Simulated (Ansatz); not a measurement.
Mulliken charges of `N=C(Br)C=O` from PBE/def2-TZVPP in Ansatz (PBE0-D4/def2-TZVP geometry).

```json
{"atom": "N1", "x (Å)": "-0.875", "y (Å)": "0.978", "z (Å)": "0.490", "charge (e)": "-0.155"}
{"atom": "C2", "x (Å)": "-0.064", "y (Å)": "0.036", "z (Å)": "0.359", "charge (e)": "0.009"}
{"atom": "Br3", "x (Å)": "0.692", "y (Å)": "-1.009", "z (Å)": "1.762", "charge (e)": "-0.044"}
{"atom": "C4", "x (Å)": "0.382", "y (Å)": "-0.338", "z (Å)": "-1.031", "charge (e)": "0.083"}
{"atom": "O5", "x (Å)": "1.150", "y (Å)": "-1.216", "z (Å)": "-1.283", "charge (e)": "-0.166"}
{"atom": "H6", "x (Å)": "-1.132", "y (Å)": "1.177", "z (Å)": "1.455", "charge (e)": "0.186"}
{"atom": "H7", "x (Å)": "-0.092", "y (Å)": "0.304", "z (Å)": "-1.797", "charge (e)": "0.088"}
```

By hand: the dipole of these point charges (1 e Å = 4.8032 D).

Σ q r = (-0.273, 0.313, 0.090) e Å, of length 0.425 e Å = 2.04 D.

How does the dipole of the full density compare? (An estimate is asked.)

Ansatz gave: (-0.237, 0.260, 0.184) e Å, 1.91 D; the point charges give 1.07 times that, at 15° from its direction.

Point charges leave out the atoms' own dipoles, such as those of lone pairs, and Mulliken's split depends on the basis, so the close match here is no proof of good charges.
